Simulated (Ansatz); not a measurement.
Ideal-gas functions of F₂S₂W (`[F][W]([F])(=[S])=[S]`) at 500 K and 1 bar, from an Ansatz frequency run at PBE0-D4/def2-TZVP.

Molar mass 285.97 g/mol, point group C2v (symmetry number 2), electronic degeneracy 1, moments of inertia 221.706, 277.085, 319.001 u Å². Harmonic wavenumbers (cm⁻¹, unscaled): 179, 183, 194, 209, 215, 572, 578, 705, 708.

Use S(trans) = R[1.5 ln M + 2.5 ln T − 1.1517]; rotational temperatures θ = 24.2544 K / I; S(rot) = R[ln(√π/σ · √(T³/θAθBθC)) + 1.5]; for each mode x = 1.438777 ν̃/T, S = R[x/(eˣ − 1) − ln(1 − e⁻ˣ)] and H = RT x/(eˣ − 1); 1 cm⁻¹ = 0.0119627 kJ/mol; R = 8.31446 J/(mol·K).

Question: By hand: the entropy, in J/(mol·K).

Answer: Translation 190.1. Rotation: θ = 0.1094, 0.0875, 0.076 K, giving 119.0. Vibration, mode by mode: 13.92, 13.74, 13.27, 12.67, 12.44, 5.05, 4.98, 3.73, 3.70, in all 83.5. Electronic 0.0. Sum 392.6 J/(mol·K).

Question: By hand: H − E and G − E in kJ/mol, counted from the electronic energy.

Answer: Zero-point energy ½ × 3543 × 0.0119627 = 21.2; thermal vibration 21.3; translation, rotation and pV give 4 RT = 16.6. H − E = 59.1 kJ/mol, and G − E = 59.1 − 500 × 392.6/1000 = -137.2 kJ/mol.

Vibration gives 21 % of the entropy.
